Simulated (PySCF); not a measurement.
Structure problem from calculated spectra and properties.

Elements present: C, Cl, F, H and O. Monoisotopic mass: 176.0040 u.

| Item | Value |
| --- | --- |
| 13C NMR | chemical shifts (computed TMS as zero) by class: 163.5 (1 C), 160.5 (1 C), 150.9 (1 C), 142.6 (1 C), 135.6 (1 C), 13.1 (1 C), 10.6 (1 C) ppm [GIAO PBE0/pcSseg-1] |
| Rotational structure | rotational constants A, B, C: 1.550, 0.692, 0.481 GHz [GFN2-xTB] |
| NMR, other nuclei | isotropic shieldings of nuclei other than C and H, by class: -192 (1 O), 48 (1 O), 352 (1 F), 531 (1 Cl) ppm [GIAO PBE0/pcSseg-1] |
| Dipole | 3.86 D [PBE0/pcSseg-1] |
| 1H NMR | chemical shifts (computed TMS as zero) by class: 2.55 (3 H), 2.51 (3 H) ppm [GIAO PBE0/pcSseg-1] |

Gas-phase values; electronic properties from PySCF, density fitting. Levels stand in brackets. Isolated species at its GFN2-xTB geometry (one conformer only). GFN2-xTB frequencies show an imaginary mode (40i cm⁻¹), so this geometry is no minimum at that level. NMR values are class means; diastereotopic atoms form classes of their own.

**Question.** Which formula fits the mass and the elements?

**Answer.** C7H6ClFO2 (calculated 176.0040). No other formula that holds each of these elements comes within 0.0003 u with a fitting electron parity and a possible valence count.

**Question.** Give a SMILES that accounts for the data.

**Answer.** Numbering: `[CH3:1][c:2]1[o:3][c:4]([C:5](=[O:6])[Cl:7])[c:8]([CH3:9])[c:10]1[F:11]`. Its formula, C7H6ClFO2, gives 4 degrees of unsaturation: 1 ring and 3 π bonds in the structure found (Kekulé form). 7 carbons fall into 7 classes; from least to most shielded: acyl halide carbon [C5] (163.5 ppm), aromatic C–F carbon [C10] (160.5 ppm), substituted aromatic carbon [C2] (150.9 ppm), substituted aromatic carbon [C4] (142.6 ppm), substituted aromatic carbon [C8] (135.6 ppm), benzylic-type carbon [C1] (13.1 ppm), benzylic-type carbon [C9] (10.6 ppm). Hydrogen classes from least to most shielded: 3 H on a benzylic-type carbon, C1 (2.55 ppm), 3 H on a benzylic-type carbon, C9 (2.51 ppm). The other shieldings belong to: -192 ppm, carbonyl oxygen [O6]; 48 ppm, furan-type oxygen [O3]; 352 ppm, aryl fluorine [F11]; 531 ppm, chlorine bonded to C [Cl7]. The optimised geometry has point group Cs and is an asymmetric top. Structure: `Cc1oc(C(=O)Cl)c(C)c1F`. The assignments are read from this structure; whether some other isomer fits the data as well wasn't checked.

Shape of the structure used: `[CH3:1][c:2]1[o:3][c:4]([C:5](=[O:6])[Cl:7])[c:8]([CH3:9])[c:10]1[F:11]`: O3–C4–C5–O6 180°.
